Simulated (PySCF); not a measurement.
Species: C7H12F (doublet state).
Geometry (GFN2-xTB, Å), atoms numbered from 1 in this order:
```
atom  x, y, z in Å
C1     2.4879    0.3912   -0.0857
C2     1.2166   -0.3300    0.3504
C3     0.3648   -0.6993   -0.8507
C4    -0.6427    0.2116   -1.3995
C5    -0.9275    1.6437   -1.2302
C6    -1.1319   -1.0069   -0.7415
C7    -1.8556   -0.9732    0.5873
F8    -3.2158   -1.0454    0.3890
H9     2.2383    1.2917   -0.6412
H10    3.0891   -0.2500   -0.7262
H11    3.0844    0.6716    0.7792
H12    0.6489    0.3129    1.0249
H13    1.4801   -1.2397    0.8974
H14    0.9038   -1.3344   -1.5496
H15   -0.6999    1.9891   -0.2133
H16   -0.3124    2.2323   -1.9119
H17   -1.9771    1.8515   -1.4316
H18   -1.4940   -1.8209   -1.3639
H19   -1.6729   -0.0469    1.1392
H20   -1.5893   -1.8384    1.2069
```

The hyperfine couplings belong to this conformer and change with its torsions.

Identity: `[C@@H]1(CC)[C]([C@@H]1CF)C` [radical].

Method used: UKS B3LYP, pcH-1 on C F H, non-relativistic, mean-field spin-orbit, GIAO (PySCF). One conformer (not necessarily the lowest) at the GFN2-xTB geometry, without solvent, vibrations or thermal averaging. A GFN2-xTB geometry isn't a minimum of the functional, and hyperfine couplings can be far from their values at a DFT geometry. Stability of the SCF solution: not tested.

Problem. Give the principal g shifts and their parts.

Solution. 
| Δg (ppm) | 1 | 2 | 3 |
| --- | --- | --- | --- |
| relativistic mass correction | -149 | -149 | -149 |
| gauge correction | 16 | 16 | 16 |
| orbital Zeeman/spin–orbit | -1 | 732 | 778 |
| total | -134 | 599 | 646 |

So g = 2.00219, 2.00292, 2.00297 and g_iso = 2.00269; the tensor is close to axial: the two nearest values differ by 6 % of g3 − g1. 

Problem. Average each term over the three axes. Which is largest in size?

Solution. The orbital-Zeeman/spin–orbit term 503, the mass correction -149 and the gauge correction 16 ppm, for a total of 371 ppm. The orbital-Zeeman/spin–orbit term is the largest in size. The mass correction is the same along every axis, so the anisotropy comes from the other two: their spans along these axes are 0 (gauge) and 779 ppm (orbital Zeeman/spin–orbit).

Problem. What are the electron Larmor frequencies g μB B/h along the three axes at 3350 mT?

Solution. 93.8773, 93.9117, 93.9139 GHz for g1, g2 and g3, a range of 36.6 MHz.

Problem. What effective moment and Curie constant follow for a powder?

Solution. With the mean of g² = 4.0108 and S(S+1) = 0.75: μ_eff = √(⟨g²⟩S(S+1)) = 1.734 μB and χT = 0.12505·⟨g²⟩·S(S+1) = 0.376 cm³ K/mol (cgs; spin-Hamiltonian part alone).

Problem. In a frozen sample, at which fields do the three g values resonate at 9.5, 34, 94 and 263 GHz (hyperfine left aside), and which band first spreads them over more than twice a line width of 1.0 mT?

Solution. 
```json
{"band": "X", "GHz": "9.5", "B(g3) mT": "338.87", "B(g2) mT": "338.88", "B(g1) mT": "339.01", "spread mT": "0.13"}
{"band": "Q", "GHz": "34.0", "B(g3) mT": "1212.81", "B(g2) mT": "1212.84", "B(g1) mT": "1213.29", "spread mT": "0.47"}
{"band": "W", "GHz": "94.0", "B(g3) mT": "3353.07", "B(g2) mT": "3353.15", "B(g1) mT": "3354.38", "spread mT": "1.31"}
{"band": "J", "GHz": "263.0", "B(g3) mT": "9381.47", "B(g2) mT": "9381.69", "B(g1) mT": "9385.12", "spread mT": "3.65"}
```

The spread grows in proportion to the frequency. J band is the first where it exceeds 2.0 mT.

The Mulliken spin populations are largest on C4 (+0.93) and H15 (+0.07). C4 is the only atom above +0.15. The angles at C4 add up to 330.9°, so it is pyramidal.

The HOMO–LUMO gaps are 6.39 eV among the α and 6.01 eV among the β orbitals.
